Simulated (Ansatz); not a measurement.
Job for Ansatz (a program for electronic structure): R-B3LYP/def2-TZVPPD on C3H9F (a complex), monomers drawn apart or pushed together. Files ending in .json are basis or fitting sets from the Basis Set Exchange.

Ansatz 0.2 input:
```yaml
crystal:
  periodic: [false, false, false]
  atoms:
    - {symbol: F, position_ang: [-0.36194887, 0.09118167, 0.36872664]}
    - {symbol: H, position_ang: [-0.49782354, 0.35622851, 1.24795816]}
    - {symbol: C, position_ang: [0.83777249, -1.11021373, 3.89564398]}
    - {symbol: C, position_ang: [0.09787917, -0.06355329, 4.72451645]}
    - {symbol: C, position_ang: [-0.71474267, 0.90400252, 3.86798124]}
    - {symbol: H, position_ang: [1.41050168, -1.78819021, 4.53032623]}
    - {symbol: H, position_ang: [0.14185084, -1.71455410, 3.30858285]}
    - {symbol: H, position_ang: [1.53548551, -0.64138446, 3.19738177]}
    - {symbol: H, position_ang: [0.81507596, 0.50345029, 5.32432432]}
    - {symbol: H, position_ang: [-0.56861748, -0.56159405, 5.43400505]}
    - {symbol: H, position_ang: [-1.23953483, 1.64686246, 4.47051401]}
    - {symbol: H, position_ang: [-0.06488057, 1.45860652, 3.18171238]}
    - {symbol: H, position_ang: [-1.47909351, 0.36929437, 3.29290547]}
basis:
  gaussian:
    orbitals: def2-TZVPPD.json
hamiltonian:
  xc: {name: B3LYP}
scf: {lower_state_search: off}
```

Predict the final total energy.

-219.6921 hartree.

How many basis functions does it have, and what does it roughly cost on one machine?

304 functions; roughly 6 core-seconds.
